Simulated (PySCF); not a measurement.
# Bond length, frequency and bond energy of BiB⁻ by level of theory

State: ²Σ⁺ (doublet), unpaired electrons σ ↑. Set-up: basis Bi aug-cc-pVDZ-PP with ECP60, B aug-cc-pVDZ; scalar-relativistic core potentials; PySCF 2.14. De refers to Bi⁻ + B in their high-spin ground configurations, without counterpoise correction. The functionals are run spin-unrestricted. A positive dipole points towards B; it is taken about the centre of mass and depends on that origin.

```json
{"Level": "ROHF-MP2", "Re (Å)": "2.104", "ωe (cm⁻¹)": "702", "De (eV)": "n/a", "μ (D)": "n/a", "CPU s a point (SCF and correlation, without the integrals)": "0.19"}
{"Level": "ROHF-SCS-MP2", "Re (Å)": "2.109", "ωe (cm⁻¹)": "689", "De (eV)": "n/a", "μ (D)": "n/a", "CPU s a point (SCF and correlation, without the integrals)": "n/a"}
{"Level": "ROHF-CCSD", "Re (Å)": "2.112", "ωe (cm⁻¹)": "660", "De (eV)": "n/a", "μ (D)": "n/a", "CPU s a point (SCF and correlation, without the integrals)": "n/a"}
{"Level": "ROHF-CCSD(T)", "Re (Å)": "2.127", "ωe (cm⁻¹)": "642", "De (eV)": "n/a", "μ (D)": "n/a", "CPU s a point (SCF and correlation, without the integrals)": "6"}
{"Level": "PBE", "Re (Å)": "2.114", "ωe (cm⁻¹)": "643", "De (eV)": "3.87", "μ (D)": "-4.03", "CPU s a point (SCF and correlation, without the integrals)": "0.45"}
{"Level": "r²SCAN", "Re (Å)": "2.099", "ωe (cm⁻¹)": "667", "De (eV)": "n/a", "μ (D)": "-3.80", "CPU s a point (SCF and correlation, without the integrals)": "0.6"}
{"Level": "r²SCANh", "Re (Å)": "2.093", "ωe (cm⁻¹)": "675", "De (eV)": "n/a", "μ (D)": "-3.75", "CPU s a point (SCF and correlation, without the integrals)": "0.68"}
{"Level": "PBE0", "Re (Å)": "2.093", "ωe (cm⁻¹)": "673", "De (eV)": "3.53", "μ (D)": "-3.88", "CPU s a point (SCF and correlation, without the integrals)": "0.74"}
{"Level": "B97-3", "Re (Å)": "2.102", "ωe (cm⁻¹)": "656", "De (eV)": "3.41", "μ (D)": "-3.94", "CPU s a point (SCF and correlation, without the integrals)": "0.41"}
{"Level": "HSE06", "Re (Å)": "2.098", "ωe (cm⁻¹)": "667", "De (eV)": "3.55", "μ (D)": "-3.86", "CPU s a point (SCF and correlation, without the integrals)": "0.76"}
{"Level": "B2PLYP", "Re (Å)": "2.109", "ωe (cm⁻¹)": "666", "De (eV)": "n/a", "μ (D)": "-3.61", "CPU s a point (SCF and correlation, without the integrals)": "0.51"}
```

(1) What does a quarter of exact exchange do here, going from PBE to PBE0?

(2) What does the step from GGA to meta-GGA do here, going from PBE to r²SCAN?

Correlated steps freeze 5 core orbitals. These are scalar-relativistic numbers at best; spin–orbit coupling would shift them, the dissociation energy most. For an ion De counts to the pair picked by the measured ionisation energies or electron affinities, which need not be the lowest pair at this level. The highest Kohn–Sham level is positive in this anion. Much of that is self-interaction error, but it also means that the finite basis helps to hold the extra electron. B2PLYP dipoles, levels and charges come from its SCF part alone. The state was picked by a PBE0 search and need not be the measured ground state.

The whole job (state search and all levels along the bond) took about 2.2 min on 1 thread of Intel Xeon 6975P-C (shared host), peak memory 0.75 GiB.

Answers

(1) PBE0 less PBE: -2.1 pm in Re, +4.7 % in ωe, -0.34 eV in De. Exact exchange removes part of the self-interaction that spreads semilocal densities, and in most molecules shortens and stiffens the bond and lowers De; so it does here.

(2) r²SCAN less PBE: -1.5 pm in Re, +3.7 % in ωe.
